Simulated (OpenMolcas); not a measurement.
P2+: from RASSCF to RASPT2

- Program: OpenMolcas
- Basis: ANO-R2 [5s4p3d1f]
- Scalar Hamiltonian: X2C, finite nucleus
- Active space: 3 electrons in 9 orbitals (RAS2 3s 3p; RAS3 3d, at most 2 electrons)
- State averaging: 2S+1 = 4 odd, 1 root; 2S+1 = 2 odd, 11 roots; 2S+1 = 4 even, 3 roots; 2S+1 = 2 even, 9 roots
- Spin-orbit coupling: RASSI with atomic mean-field integrals over the reference wave functions, term energies averaged over their components

Methods on the same reference wave functions:
A. RASSCF
B. SS-RASPT2, IPEA 0.25 Eh, imaginary shift 0.1 Eh (closed shells correlated: 2s 2p)
C. MS-RASPT2, IPEA 0.25 Eh, imaginary shift 0.1 Eh (closed shells correlated: 2s 2p)

Energies in eV above 3s2 3p 2P* 1/2, the measured ground level; measured values from Martin, Zalubas and Musgrove, J. Phys. Chem. Ref. Data 14, 751 (1985).

```
         Level        A       B       C  Measured
3s2 3p 2P* 1/2   0.0000  0.0000  0.0000    0.0000
3s2 3p 2P* 3/2   0.0607  0.0607  0.0609    0.0693
 3s 3p2 4P 1/2   6.6919   6.899   6.903    7.0574
 3s 3p2 4P 3/2   6.7134   6.921   6.924    7.0827
 3s 3p2 4P 5/2   6.7486   6.956   6.959    7.1234
 3s 3p2 2D 3/2   9.2710   9.233   9.236          
 3s 3p2 2D 5/2   9.2729   9.234   9.238          
 3s 3p2 2S 1/2  12.7637  12.453  12.457   12.4233
```

Deviations, from unrounded energies. A percentage is the sum of absolute deviations over the sum of measured energies, with the sign that they share, or ± where signs differ.

| Against measurement | Levels | A | B | C |
| --- | --- | --- | --- | --- |
| mean absolute deviation (cm-1) | 5 | 2400 | 850 | 840 |
| fine structure of the ground term (%) | 1 | -12.5 | -12.5 | -12.1 |
| other configurations (%) | 4 | ±4.3 | ±1.5 | ±1.5 |

B, C lie about equally close to measurement and A furthest from it. The largest miss of C in the table is 3s 3p2 4P 5/2, by -1300 cm-1. The ranking rests on the paired levels alone, and a cruder setting can come out closer through cancelling errors.

Between B and C the level of the table that moves most is 3s 3p2 4P 3/2, by 29 cm-1 (lowest in B, highest in C). Moves below CASPT2's spread within the term are not significant.

The mean deviations of B to C differ by less than CASPT2's widest spread within a term (16 cm-1), so their order carries little weight.

The lowest spin-free term lies below A's lowest term by 0.204 hartree in B, 0.205 hartree in C.

Term energies are means over components that CASPT2 splits; among the terms shown or strongly mixed into the levels shown the widest spread is 16 cm-1 (3s 3p2 2D, C). Active for correlation alone: 3d; no level in the range computed is led by a configuration that fills it, so any true level of that kind is missing. Some terms mix strongly with configurations of 3d, whose occupation reaches 0.21 (3s 3p2 2D). Measured partners are found by configuration, term and J. A level has none where our copy of the source lacks it or the pairing is in doubt (some pairs that miss far off the trend of their configuration count as doubtful), and it then counts in no deviation. Only configurations of the active space appear. The table leaves out levels that lie high or whose names do not pair safely across all columns.

* marks odd parity.
